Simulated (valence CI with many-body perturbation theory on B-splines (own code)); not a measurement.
# Xe⁴⁺: calculated level list

Level of theory: relativistic CI+MBPT: four valence electrons over a frozen Dirac-Fock core [Kr] 4d10, radial functions for each j: 11 s, 11 p, 10 d, 8 f, 5 g, 2 h, with the one-electron correlation potential Σ1 (screened to all orders), the two-electron term Σ2, the three-electron term Σ3, Breit, model QED; selected single and double excitations, second order for the rest, scaled by the run's own slope (own B-spline code, finite nucleus).

Set against measurement, 46 paired levels are off by 473 cm⁻¹ on average, the worst by 2120. These come from a selection out of Saloman, J. Phys. Chem. Ref. Data 33, 765 (2004). Levels without a partner in it may be off by more. Among the levels kept, up to 540 cm⁻¹ of a level comes from second order outside the variational space, and about a tenth of that is noise between levels of different J, which matters for small intervals. 6 measured levels below the end of the list, from 169673 cm⁻¹ on, found no clear computed partner, and computed levels of the same name lie up to 2887 cm⁻¹ from them.

Levels 46 to 90 of 180, with energies above the lowest level, 5s2.5p2 3P_0. "Leading %" is the weight of the configuration and term that name the level; weights of strongly mixed levels are sums over their largest components and can fall short. Lifetimes count E1, E2, E3, M1 and M2 decay at the calculated energies, and are blank where another channel may lead or the interval is too uncertain; long ones can be off by a factor of two.

```csv
No.,Configuration,Term,J,E (eV),Leading %,Lifetime,Second component
46,5s2.5p.6p,3P,0,28.952,80,653 ps,13 % 5s2.5p.6p 1S
47,5s2.5p.6p,3P,1,29.083,45,572 ps,17 % 5s2.5p.6p 1P
48,5s2.5p.6p,3D,2,29.176,65,534 ps,14 % 5s2.5p.6p 1D
49,5s.5p2.5d,5F,1,29.741,82,5.96 ns,5 % 5s.5p2.5d 5D
50,5s.5p2.5d,5F,2,29.975,81,3.67 ns,11 % 5s.5p2.5d 5D
51,5p4,3P,1,30.131,41,869 ps,31 % 5s.5p2.5d 3P
52,5p4,3P,0,30.137,46,535 ps,31 % 5s.5p2.5d 3P
53,5s.5p2.5d,5F,3,30.323,75,2.37 ns,18 % 5s.5p2.5d 5D
54,5s2.5p.6p,3P,1,30.365,41,509 ps,28 % 5s2.5p.6p 1P
55,5s2.5p.6p,3P,2,30.544,40,704 ps,26 % 5s2.5p.6p 3D
56,5s2.5p.6p,3D,3,30.789,94,524 ps,
57,5p4,1D,2,30.823,42,753 ps,18 % 5s.5p2.5d 1D
58,5s.5p2.5d,5F,4,30.909,82,30.7 ns,15 % 5s.5p2.5d 5D
59,5s2.5p.6p,3S,1,31.082,74,523 ps,12 % 5s2.5p.6p 1P
60,5s.5p2.5d,5D,0,31.218,91,2.13 ns,
61,5s.5p2.5d,5D,1,31.279,85,1.13 ns,4 % 5p4 3P
62,5s.5p2.5d,5D,2,31.303,62,632 ps,10 % 5s.5p2.5d 5F
63,5s2.5p.6p,1D,2,31.359,57,543 ps,26 % 5s2.5p.6p 3P
64,5s.5p2.5d,5D,3,31.366,52,454 ps,18 % 5s.5p2.5d 5F
65,5s.5p2.5d,5F,5,31.584,93,22.5 ns,4 % 5s.5p2.5d 3G
66,5s.5p2.5d,5D,4,31.731,61,17.7 ns,23 % 5s.5p2.5d 3F
67,5s.5p2.5d,3F,2,31.969,83,1.06 ns,5 % 5s.5p2.5d 5D
68,5s2.5p.6p,1S,0,32.230,80,742 ps,12 % 5s2.5p.6p 3P
69,5s.5p2.5d,3F,3,32.468,66,203 ps,23 % 5s.5p2.5d 5P
70,5s.5p2.5d,5P,3,32.843,57,73.9 ps,23 % 5s.5p2.5d 5D
71,5s.5p2.5d,5P,2,33.045,84,51.8 ps,6 % 5s.5p2.5d 5D
72,5s.5p2.5d,5P,1,33.191,89,47.8 ps,
73,5s.5p2.5d,3F,4,33.351,65,4.08 ns,21 % 5s.5p2.5d 5D
74,5s.5p2.5d,3P,2,33.519,51,78.0 ps,26 % 5p4 3P
75,4f.5s.5p2,5G°,2,33.772,87,9.53 ns,4 % 4f.5s.5p2 5F°
76,5p4,1S,0,33.931,44,417 ps,25 % 5s.5p2.5d 3P
77,4f.5s.5p2,5G°,3,33.946,76,10.1 ns,10 % 4f.5s.5p2 5F°
78,4f.5s.5p2,5G°,4,34.170,51,13.4 ns,25 % 4f.5s.5p2 5D°
79,5s.5p2.5d,3P,1,34.313,32,76.4 ps,23 % 5p4 3P
80,5s.5p2.5d,3D,2,34.600,35,117 ps,34 % 5s.5p2.5d 3F
81,4f.5s.5p2,5D°,4,34.730,54,23.8 ns,38 % 4f.5s.5p2 5G°
82,4f.5s.5p2,5G°,5,34.786,86,18.2 ns,10 % 4f.5s.5p2 5F°
83,5s.5p2.5d,3G,3,34.812,38,253 ps,29 % 5s.5p2.5d 1F
84,4f.5s.5p2,5D°,3,34.899,50,9.52 ns,15 % 4f.5s.5p2 5G°
85,5s.5p2.5d,3D,3,35.020,43,137 ps,29 % 5s.5p2.5d 3G
86,5s.5p2.5d,3D,1,35.084,63,148 ps,19 % 5s.5p2.5d 3P
87,4f.5s.5p2,5D°,2,35.130,44,6.08 ns,32 % 4f.5s.5p2 5F°
88,4f.5s.5p2,3D°,3,35.146,41,4.49 ns,29 % 4f.5s.5p2 3G°
89,5s.5p2.5d,3G,4,35.210,81,410 ps,6 % 5s.5p2.5d 3F
90,5s.5p2.5d,3P,0,35.212,38,79.1 ps,30 % 5p4 3P
```

Names give the largest LS component (configuration and term), which can be under half, so a name can repeat, a term be missing and a line seem to break the LS rules; names also repeat where a configuration has a term twice.

Where two levels of one J and parity lie close, their mixing, g and order are uncertain.
